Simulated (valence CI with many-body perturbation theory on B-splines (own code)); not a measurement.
# E1 line list for I3+

Level of theory: configuration interaction combined with many-body perturbation theory (CI+MBPT): four valence electrons over a frozen Dirac-Fock core [Kr] 4d10, radial functions for each j: 11 s, 11 p, 10 d, 8 f, 5 g, 2 h, with the one-electron correlation potential Σ1, the two-electron term Σ2, the three-electron term Σ3, Breit, model QED; selected CI, second order for the rest (own B-spline code, finite nucleus).

No measured levels were compared; by estimate levels hold to about 250 cm⁻¹ or 0.2 % of their energy and the worst to 1 %, as in measured heavy ions of charge 2 to 7; those with d or f electrons hold less well. Among the levels kept, up to 760 cm⁻¹ of a level comes from second order outside the variational space, and about a tenth of that is noise between levels of different J, which matters for small intervals.

Lines 201 to 250 of 541 in falling wavelength, among levels below 269141 cm⁻¹, chosen from the strongest by gf and those to the six lowest levels. Wavelengths and rates use the calculated energies, so an error of 200 cm⁻¹ moves a line at 2477 Å by 0.5 % and its rate by three times that or more. Electric multipoles are in the length gauge, E1 and E2 with the static RPA response of the core. Weak lines are less certain than strong ones. Lines between different terms over intervals too small for the method are left out, as are lines whose strength nearly cancels. Where a level lies close to another of its J and parity, the split of strength between their lines is uncertain. The highest levels of a list are the least certain.

Names give the largest LS component (configuration and term), which can be under half, so a name can repeat, a term be missing and a line seem to break the LS rules; names also repeat where a configuration has a term twice. Letters in brackets count levels of one name in rising energy.

| λ vac (Å) | Upper | Lower | A (s⁻¹) | log gf | Branch % |
| --- | --- | --- | --- | --- | --- |
| 2477 | 4f 5s 5p2 5D°_4 | 5s 5p2 5d 5P_3 | 4.27e+07 | -0.45 | 9.0 |
| 2473 | 5s2 5p 6d 3F°_4 | 4f 5s2 5p 3G_5 | 9.94e+07 | -0.09 | 10.2 |
| 2462 | 5s2 5p 6d 3D°_3 | 4f 5s2 5p 3F_4 | 8.75e+07 | -0.25 | 4.6 |
| 2443 | 5s2 5p 6d 3P°_2 | 5s2 5p 6p 3S_1 | 1.45e+08 | -0.19 | 5.4 |
| 2427 | 5s2 5p 6d 3P°_1 | 5s2 5p 6p 3S_1 | 1.74e+08 | -0.34 | 6.8 |
| 2426 | 5s2 5p 7s 1P°_1 | 5s2 5p 6p 1D_2 | 1.78e+08 | -0.33 | 7.1 |
| 2423 | 4f 5s2 5p 3D_3 | 5s2 5p 5d 3P°_2 [b] | 8.12e+07 | -0.30 | 9.8 |
| 2415 | 4f 5s2 5p 3F_4 | 5s2 5p 5d 3D°_3 | 1.07e+08 | -0.07 | 15.9 |
| 2406 | 5s2 5p 6d 3F°_4 | 4f 5s2 5p 3F_3 [b] | 8.65e+07 | -0.17 | 8.9 |
| 2405 | 5s2 5p 6d 1F°_3 | 5s2 5p 6p 1D_2 | 6.93e+08 | 0.62 | 26.3 |
| 2402 | 5s2 5p 6d 3D°_3 | 4f 5s2 5p 3F_3 [b] | 8.05e+07 | -0.31 | 4.2 |
| 2399 | 5s2 5p 6d 3D°_2 | 5s2 5p 6p 3P_1 [a] | 7.33e+08 | 0.50 | 38.0 |
| 2395 | 5s2 5p 6d 3F°_3 | 5s2 5p 6p 3D_2 | 8.16e+08 | 0.69 | 48.1 |
| 2385 | 5s2 5p 6d 3P°_0 | 5s2 5p 6p 3S_1 | 6.13e+08 | -0.28 | 32.9 |
| 2385 | 5s2 5p 6f 3G_4 | 5s2 5p 6d 3F°_3 | 1.26e+08 | -0.01 | 15.5 |
| 2378 | 5s2 5p 6f 3D_3 | 5s2 5p 6d 3D°_2 | 1.28e+08 | -0.12 | 11.7 |
| 2372 | 5s2 5p 7s 3P°_2 | 5s2 5p 6p 3S_1 | 3.44e+08 | 0.16 | 21.3 |
| 2370 | 5s2 5p 6d 3F°_4 | 5s2 5p 6p 3D_3 | 7.24e+08 | 0.74 | 74.4 |
| 2367 | 4f 5s2 5p 1G_4 | 5s2 5p 5d 1F°_3 | 2.39e+08 | 0.26 | 85.9 |
| 2366 | 5s2 5p 6d 3D°_3 | 5s2 5p 6p 3D_3 | 2.33e+08 | 0.14 | 12.2 |
| 2363 | 4f 5s2 5p 3F_2 | 5s2 5p 5d 3D°_1 [a] | 1.03e+08 | -0.37 | 12.8 |
| 2358 | 5s2 5p 6d 1D°_2 | 5s2 5p 6p 3P_2 | 1.95e+08 | -0.09 | 10.6 |
| 2356 | 5s2 5p 7s 1P°_1 | 5s2 5p 6p 3S_1 | 3.68e+08 | -0.04 | 14.6 |
| 2354 | 5s2 5p 7s 3P°_0 | 5s2 5p 6p 3P_1 [a] | 6.38e+08 | -0.28 | 24.6 |
| 2349 | 5s2 5p 6d 3D°_1 | 5s2 5p 6p 3P_0 | 4.87e+08 | 0.08 | 18.9 |
| 2348 | 5s2 5p 7s 3P°_1 | 5s2 5p 6p 3D_2 | 4.48e+08 | 0.05 | 15.0 |
| 2320 | 5s2 5p 6d 3D°_3 | 5s2 5p 6p 3P_2 | 5.21e+08 | 0.47 | 27.2 |
| 2314 | 5s2 5p 6d 1P°_1 | 5s2 5p 6p 1D_2 | 1.45e+08 | -0.46 | 5.5 |
| 2297 | 5s2 5p 6f 3G_3 | 5s2 5p 6d 3F°_2 | 1.08e+08 | -0.22 | 12.4 |
| 2272 | 5s2 5p 6d 1D°_2 | 5s2 5p 6p 3P_1 [b] | 5.76e+08 | 0.35 | 31.2 |
| 2269 | 5s2 5p 6d 3P°_2 | 5s2 5p 6p 3P_2 | 4.76e+08 | 0.26 | 17.7 |
| 2249 | 5s2 5p 7s 3P°_2 | 5s2 5p 6p 3D_3 | 3.51e+08 | 0.12 | 21.8 |
| 2249 | 4f 5s2 5p 3D_2 | 5s2 5p 5d 3P°_1 | 9.93e+07 | -0.42 | 12.4 |
| 2224 | 5s2 5p 6d 3F°_2 | 5s2 5p 6p 3D_1 | 7.89e+08 | 0.47 | 64.8 |
| 2194 | 5s2 5p 7s 1P°_1 | 5s2 5p 6p 3P_2 | 1.55e+08 | -0.47 | 6.2 |
| 2184 | 5s2 5p 6p 3D_1 | 5s2 5p 5d 3F°_2 | 2.12e+08 | -0.34 | 28.3 |
| 2177 | 5s2 5p 6d 1F°_3 | 5s2 5p 6p 3P_2 | 9.74e+07 | -0.31 | 3.7 |
| 2176 | 5s2 5p 6d 3P°_1 | 5s2 5p 6p 3P_1 [b] | 5.11e+08 | 0.04 | 20.0 |
| 2165 | 5s 5p2 6p 3D°_1 | 5s 5p2 5d 3F_2 [a] | 1.85e+08 | -0.41 | 22.5 |
| 2119 | 5s2 5p 6d 3D°_1 | 5s2 5p 6p 3D_1 | 2.55e+08 | -0.29 | 9.9 |
| 2113 | 5s 5p2 6p 3D°_2 | 5s 5p2 5d 3F_3 [a] | 2.36e+08 | -0.10 | 27.0 |
| 2097 | 5s2 5p 7s 3P°_1 | 5s2 5p 6p 3D_1 | 2.63e+08 | -0.28 | 8.9 |
| 2081 | 5s2 5p 6p 3D_2 | 5s2 5p 5d 3F°_3 | 3.91e+08 | 0.10 | 47.0 |
| 2028 | 5s2 5p 5g 3H°_5 | 4f 5s2 5p 1G_4 | 7.70e+07 | -0.28 | 7.3 |
| 2002 | 4f 5s 5p2 5D°_4 | 5s 5p2 5d 5D_3 | 1.55e+08 | -0.08 | 32.5 |
| 1988 | 5s 5p2 6p 5D°_3 | 5s 5p2 5d 5D_3 | 9.00e+07 | -0.43 | 13.5 |
| 1982 | 4f 5s 5p2 3G°_3 | 5s 5p2 5d 3F_2 [a] | 1.71e+08 | -0.15 | 30.8 |
| 1976 | 5s 5p2 6p 5S°_2 | 5s 5p2 5d 5D_3 | 2.36e+08 | -0.16 | 26.8 |
| 1959 | 4f 5s2 5p 3G_3 | 5s2 5p 5d 3F°_2 | 1.46e+08 | -0.23 | 25.3 |
| 1956 | 4f 5s2 5p 3G_4 | 5s2 5p 5d 3F°_3 | 3.34e+08 | 0.24 | 58.0 |
